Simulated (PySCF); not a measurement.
Computed properties of H12N4Zn, SMILES [NH3]->[Zn+2](<-[NH3])(<-[NH3])<-[NH3], charge +2

Zn(NH3)4 (H12N4Zn), SMILES [NH3]->[Zn+2](<-[NH3])(<-[NH3])<-[NH3], charge +2. Coordinates come from a ωB97X-D3(BJ)/def2-SVP optimisation. The isomer is the one that the SMILES or the coordinates give; other isomers of the formula were not compared. The values are those of a single conformer. All values are computed for the isolated molecule unless a solvent is named; none is compared with measurement here.

**Structure.** The optimised structure has Td symmetry. All 45 harmonic modes at ωB97X-D3(BJ)/def2-SVP (PySCF) are real, so it is a minimum. With heavy atoms numbered as in [Zn+2:1](<-[NH3:2])(<-[NH3:6])(<-[NH3:10])<-[NH3:14], the shortest bond between them is Zn1–N2 at 2.071 Å and the longest Zn1–N10 at 2.071 Å.

**Vibrations.** The strongest infrared lines (harmonic, unscaled, degenerate partners summed) lie at 3559 cm⁻¹ (742 km/mol, H 92 %, N 8 %), 1355 cm⁻¹ (613 km/mol, H 84 %, N 16 %), 708 cm⁻¹ (564 km/mol, H 84 %, N 14 %). The softest mode is at 54 cm⁻¹ and the zero-point energy is 98.2 kcal/mol.

**Electronic structure.** M06-2X/def2-TZVP (PySCF) places the frontier levels at -20.11 and -8.00 eV, a gap of 12.11 eV and a mean polarisability of 49.4 bohr³. PBE/def2-TZVP (PySCF) at the same geometry gives -16.82 and -9.49 eV, so its gap is 4.78 eV narrower. An orbital gap is neither the optical nor the fundamental gap.

**Excitations.** TDA-ωB97X/def2-SVPD (PySCF) has S1 at 9.54 eV (130 nm, f = 0.684, bright); the most intense of the 6 singlets computed lies at 9.54 eV (f = 0.68). Strengths of degenerate partners are summed. T1 (TDA) is at 8.82 eV, 0.72 eV under S1. TDA-PBE/def2-SVPD (PySCF) puts S1 at 7.70 eV. No vertical singlet excitation falls in the visible range (under 3.1 eV).

**NMR.** GIAO shifts at KT2/pcSseg-1 (PySCF) (non-relativistic, atoms alike by connectivity averaged): ¹H at 2.7 ppm against TMS.
